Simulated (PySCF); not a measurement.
GeCl₂, SMILES [Cl][Ge][Cl] (connectivity only; charge and spin as stated), neutral, multiplicity 1. Heavy atoms are numbered as in [Ge:1]([Cl:2])[Cl:3].

Geometry optimised at PBE0-D3(BJ)/def2-TZVP. The isomer is the one that the SMILES or the coordinates give; other isomers of the formula were not compared.

These are HF/pcSseg-2 in PySCF values and carry that method's errors.

GIAO shieldings, no solvent; atoms alike by connectivity are averaged. δ = σ(ref) − σ: ⁷³Ge against GeH4 (σ = 1766.1 ppm); ³⁵Cl against HCl (σ = 947.2 ppm), references at their B3LYP-D3(BJ)/def2-TZVP geometries, non-relativistic (without spin–orbit terms, shifts of atoms bonded to Cl or Br come out too high).

Computed chemical shifts:
```json
[
 {"nucleus": "⁷³Ge", "atoms": "Ge1", "count": "1", "δ (ppm)": "717.3"},
 {"nucleus": "³⁵Cl", "atoms": "Cl2", "count": "2", "δ (ppm)": "367.7"}
]
```
